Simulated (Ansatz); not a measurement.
Start from `NC[O][GeH3]` and change one atom or group to get `CC[O][GeH3]`.

Ansatz, PBE0-D4/def2-TZVP geometries, multiplicity 1. Each molecule was computed in one conformer, which needn't be the lowest.

Scalar relativity is left out up to krypton.

```
                               property  `NC[O][GeH3]`
   HOMO–LUMO gap (PBE0/def2-TZVPP) / eV           7.86
     LUMO energy (PBE0/def2-TZVPP) / eV           0.39
  HOMO energy (ωB97M-V/def2-TZVPP) / eV          -9.87
HOMO–LUMO gap (ωB97M-V/def2-TZVPP) / eV          11.96
    LUMO energy (B3LYP/def2-TZVPP) / eV           0.13
      HOMO energy (PBE/def2-TZVPP) / eV          -6.01
```

Q: Give the same properties after the change, and the shifts. (An estimate is asked.)

A: Computed: 
```json
{"property": "HOMO–LUMO gap (PBE0/def2-TZVPP) / eV", "`CC[O][GeH3]`": "8.06", "shift": "0.20"}
{"property": "LUMO energy (PBE0/def2-TZVPP) / eV", "`CC[O][GeH3]`": "0.37", "shift": "-0.02"}
{"property": "HOMO energy (ωB97M-V/def2-TZVPP) / eV", "`CC[O][GeH3]`": "-10.08", "shift": "-0.21"}
{"property": "HOMO–LUMO gap (ωB97M-V/def2-TZVPP) / eV", "`CC[O][GeH3]`": "12.18", "shift": "0.22"}
{"property": "LUMO energy (B3LYP/def2-TZVPP) / eV", "`CC[O][GeH3]`": "0.11", "shift": "-0.02"}
{"property": "HOMO energy (PBE/def2-TZVPP) / eV", "`CC[O][GeH3]`": "-6.15", "shift": "-0.14"}
```

B3LYP here is the variant with VWN-RPA as its local correlation; programs differ in this.
